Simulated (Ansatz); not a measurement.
Relaxation of a periodic cell of 17 atoms, Be$_{16}$B (host Be, host structure hcp, interstitial B), to a largest force component of 0.03 eV/Å in at most 60 steps.

The calculation used DFT PBE-D3(BJ), scalar-relativistic, plane waves, PAW in Ansatz 0.2.0. Settings: cutoff 420 eV, k mesh 4x4x3, gaussian smearing 0.15 eV, no spin polarisation.

```xyz
17
Lattice="-2.2900 -3.9664 0.0000 3.4350 -1.9832 0.0000 0.0000 0.0000 7.1769" Properties=species:S:1:pos:R:3
Be 0.000 -3.966 0.000
Be 0.000 -2.644 1.794
Be 0.000 -3.966 3.588
Be 0.000 -2.644 5.383
Be -1.145 -1.983 0.000
Be 2.290 -2.644 1.794
Be -1.145 -1.983 3.588
Be 2.290 -2.644 5.383
Be 1.145 -1.983 0.000
Be 1.145 -0.661 1.794
Be 1.145 -1.983 3.588
Be 1.145 -0.661 5.383
Be 0.000 0.000 0.000
Be 1.145 -4.627 1.794
Be 0.000 0.000 3.588
Be 1.145 -4.627 5.383
B -0.016 -1.327 4.493
```

Where does it end, and by what steps?

The forces met the threshold. The force dipped under the threshold on the way, but the program's further checks kept it going. Limits of this set-up: coarse k mesh, odd electron count without spin. After 28 steps the energy has fallen by 2.468 eV; B17 moved furthest, 0.94 Å. Joined: Be5–B17, Be16–B17.

```
step  energy less start (eV)  largest force component (eV/Å)  accepted
   0                  0.0000                           2.768       yes
   1                 -0.9787                           1.511       yes
   2                 -1.4904                           0.196       yes
   3                 -1.5147                           0.093       yes
   4                 -1.5217                           0.036       yes
   5                 -1.5230                           0.018       yes
   6                 -1.5234                           0.013       yes
   7                 -1.5235                           0.015       yes
   8                 -1.5235                           0.014       yes
   9                 -1.5239                           0.022       yes
  10                 -1.5246                           0.316       yes
  11                 -1.5321                           0.147       yes
  12                 -1.5991                           0.568       yes
  13                 -1.7032                           0.344       yes
  14                 -1.7055                           0.533       yes
  15                 -1.4252                           1.355        no
  16                 -1.8340                           0.332       yes
  17                 -1.9301                           0.312       yes
  18                 -2.0761                           0.298       yes
  19                 -2.1586                           0.529       yes
  20                 -2.2595                           0.370       yes
  21                 -2.2709                           0.731       yes
  22                 -2.4063                           0.396       yes
  23                 -2.3938                           0.765        no
  24                 -2.4574                           0.172       yes
  25                 -2.4571                           0.224        no
  26                 -2.4666                           0.040       yes
  27                 -2.4678                           0.039       yes
  28                 -2.4683                           0.011       yes
```

```xyz
17
Lattice="-2.2900 -3.9664 0.0000 3.4350 -1.9832 0.0000 0.0000 0.0000 7.1769" Properties=species:S:1:pos:R:3
Be 0.065 -4.000 -0.059
Be 0.108 -2.758 1.745
Be 0.031 -4.173 3.638
Be 0.303 -2.762 5.413
Be -1.005 -1.732 -0.368
Be 2.367 -2.742 1.695
Be -1.031 -2.331 3.343
Be 2.291 -1.790 5.581
Be 1.133 -1.900 0.108
Be 1.169 -0.679 1.851
Be 1.217 -2.193 3.644
Be 0.710 -0.667 5.487
Be 0.115 0.154 0.078
Be 1.160 -4.673 1.754
Be -0.043 -0.140 3.598
Be 1.455 -4.614 5.240
B -0.902 -1.345 4.805
```

Time of the run: 3.2 min on 1 thread of Intel(R) Xeon(R) Platinum 8488C (Sapphire Rapids), with other jobs on the host, peak memory 0.44 GiB.
